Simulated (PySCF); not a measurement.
**Unknown compound**

Molecular formula: C6H10N4Si. Simulated spectra:

¹H NMR (600 MHz, computed): δ 5.38 (sept, 1H), 2.69 (s, 3H), 0.73 (d, 6H).

¹³C{¹H} NMR (computed): δ 158.6 (C), 129.9 (C), 118.0 (C), 12.7 (CH3), -1.8 (CH3).

[PySCF 2.14.0 with density-fitted response routines: GFN2-xTB geometry; shieldings: GIAO PBE0/pcSseg-1; one conformer; in vacuum; rapidly exchanging positions averaged; non-relativistic Hamiltonian]

Shifts are taken against calculated references (same method and geometry level): ¹H (31.72 ppm) and ¹³C (186.93 ppm) against TMS.

Q: Which of these isomers gave the spectra?
A. C[Si](C)(C)n1ncc(C#N)n1
B. C[Si](C)(C)c1[nH]nnc1C#N
C. Cc1nn([SiH](C)C)nc1C#N

A: C. 

1. Rings plus π bonds: 5 (1 ring in the answer).
2. 5 carbon signals for 6 carbons: some carbons are equivalent by symmetry or fast rotation.
3. Carbon types of the structure: 3 × C, 3 × CH3, leaving 1 H on heteroatoms.
4. δC 158.6, 129.9: substituted aromatic carbon next to a ring nitrogen.
5. δC 118.0: nitrile carbon; typical of a nitrile.
6. δC 12.7: methyl carbon on an aromatic ring; saturated and bonded to C and H only.
7. δC -1.8: methyl carbon bonded to Si; an electropositive neighbour leaves it electron-rich and shielded.
8. δH 2.69: hydrogen on a methyl carbon on an aromatic ring; benzylic-type position, deshielded by the ring.

The others: C[Si](C)(C)c1[nH]nnc1C#N would give 4 carbon signals, not 5; C[Si](C)(C)n1ncc(C#N)n1 would give 4 carbon signals, not 5.

Shifts are as computed. Against solution values, carbons near 30 ppm lie about +3 ppm off and those near 130 ppm about +5 ppm. Of 1211 compounds with measured shifts, 218 miss one by over three times the rms of a fit or turn the order of signals round; such compounds aren't used in these exercises. Multiplicities follow the n + 1 count of equivalent neighbours, as no J values were calculated; m marks all less simple cases, F and P coupling included.
